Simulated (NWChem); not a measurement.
Program: NWChem. System: CH₄OSi, charge 0, spin multiplicity 1, at a geometry optimised with PBE0/def2-SVP. The structure started from a generated list of species. Level: G0W0@PBE0/def2-SVP, RI basis def2-svp-rifit.

The NWChem input:

```
start mol
memory heap 200 mb stack 700 mb global 1700 mb
geometry units angstroms nocenter noautoz noautosym
  Si     0.038227    -0.127310     0.657893
  C      0.416846     1.367602    -0.446632
  H      0.047878     2.300493     0.012478
  H      0.008826     1.264390    -1.464281
  H      1.515617     1.475607    -0.518423
  O     -0.485386    -1.176993    -0.544149
  H     -0.725485    -2.047822    -0.207293
end
basis spherical
  * library def2-svp
end
basis "ri basis" bse spherical
  * library def2-svp-rifit
end
dft
  xc pbe0
  iterations 100
  direct
  tolerances tight
end
task dft energy
gw
  states alpha occ 4 vir 2
end
task dft gw
```

Output (cleaned and shortened):

```
             Northwest Computational Chemistry Package (NWChem) 7.3.0
             --------------------------------------------------------

                                NWChem Input Module
                                -------------------

 Scaling coordinates for geometry "geometry" by  1.889725989
 (inverse scale =  0.529177249)

                             Geometry "geometry" -> ""
                             -------------------------

 Output coordinates in angstroms (scale by  1.889725989 to convert to a.u.)

  No.       Tag          Charge          X              Y              Z
 ---- ---------------- ---------- -------------- -------------- --------------
    1 Si                  14.0000     0.03822700    -0.12731000     0.65789300
    2 C                    6.0000     0.41684600     1.36760200    -0.44663200
    3 H                    1.0000     0.04787800     2.30049300     0.01247800
    4 H                    1.0000     0.00882600     1.26439000    -1.46428100
    5 H                    1.0000     1.51561700     1.47560700    -0.51842300
    6 O                    8.0000    -0.48538600    -1.17699300    -0.54414900
    7 H                    1.0000    -0.72548500    -2.04782200    -0.20729300

 Effective nuclear repulsion energy (a.u.)      99.5283893449

            Nuclear Dipole moment (a.u.)
            ----------------------------
        X                 Y               Z
 ---------------- ---------------- ----------------
     0.0000037795    -0.0000075589    -0.0000018897


 Summary of "ao basis" -> "" (spherical)
 ------------------------------------------------------------------------------
       Tag                 Description            Shells   Functions and Types
 ---------------- ------------------------------  ------  ---------------------
 *                          def2-svp                  on all atoms

 new library libraries.bse/

 Summary of "ri basis" -> "" (spherical)
 ------------------------------------------------------------------------------
       Tag                 Description            Shells   Functions and Types
[...]
     ---------------------------------

     L   x y z        total         alpha         beta         nuclear
     -   - - -        -----         -----         ----         -------
     0   0 0 0     -0.000000    -16.000000    -16.000000     32.000000

     1   1 0 0     -0.050038     -0.025021     -0.025021      0.000004
     1   0 1 0     -0.191637     -0.095815     -0.095815     -0.000008
     1   0 0 1     -0.031009     -0.015504     -0.015504     -0.000002

     2   2 0 0    -18.040214    -19.329077    -19.329077     20.617939
     2   1 1 0      0.712920    -20.652347    -20.652347     42.017615
     2   1 0 1     -0.637918     -1.569436     -1.569436      2.500954
     2   0 2 0    -16.167062    -71.993730    -71.993730    127.820399
     2   0 1 1     -0.032530      3.335192      3.335192     -6.702915
     2   0 0 2    -22.559378    -32.851057    -32.851057     43.142735

 Task  times  cpu:        2.3s     wall:        2.3s

                                NWChem Input Module
                                -------------------

                                 NWChem GW Module
                                 ----------------

                             ***********************
                             ***        GW       ***
                             ***********************

 Summary of "ri basis" -> "ri basis" (spherical)
 ------------------------------------------------------------------------------
       Tag                 Description            Shells   Functions and Types
 ---------------- ------------------------------  ------  ---------------------
 Si                      def2-svp-rifit             20       62   8s5p5d2f
 C                       def2-svp-rifit             16       48   6s5p4d1f
 H                       def2-svp-rifit              6       14   3s2p1d
 O                       def2-svp-rifit             16       48   6s5p4d1f

                 Memory Information
                 ------------------
          Available GA per process is          1700.0 MBs
          Available stack per process is        700.0 MBs
          Available heap per process is           0.0 MBs

          Peak memory in Initialization
              Peak GA per process is                  2.3 MBs
              Peak stack per process is               0.0 MBs
              Peak heap per process is                2.5 MBs
              Memory not in MA per process            0.0 MBs

          Peak memory in AFF Calculation
              Peak GA per process is                  8.1 MBs
              Peak stack per process is               4.9 MBs
              Peak heap per process is                0.0 MBs
              Memory not in MA per process            4.9 MBs

          Computing 2-center integrals
          Computing Inverse Cholesky factor
          Computing 3-center integrals
          Computing V_xc ...

          Computing Sigma_x
          Computing RPA polarizability
          Solving quasiparticle equations

                  Alpha Orbitals
          State     Energy (eV)     Error (eV)
          -----------------------------------
@GW        13        -13.033           0.005
@GW        14        -11.892           0.004
@GW        15        -11.501           0.004
@GW        16         -8.012           0.004
@GW        17          1.186           0.002
@GW        18          3.530           0.002

   Applying  -1.8862 eV scissor-shift to rest of particle states

   Applying   2.6495 eV scissor-shift to rest of hole states

     GW Timing Statistics
   ------------------------
   Init.   :          0.0s
     ERIs  :          0.1s
     Distr.:          0.0s
     Vxc   :          0.3s
   Sigma_x :          0.0s
   RPA     :          0.1s
   Wmn     :          0.0s
   Sigma_c :          0.0s
   GW total:          0.6s

 Task  times  cpu:        0.6s     wall:        0.6s

 Total times  cpu:        2.9s     wall:        2.9s
```
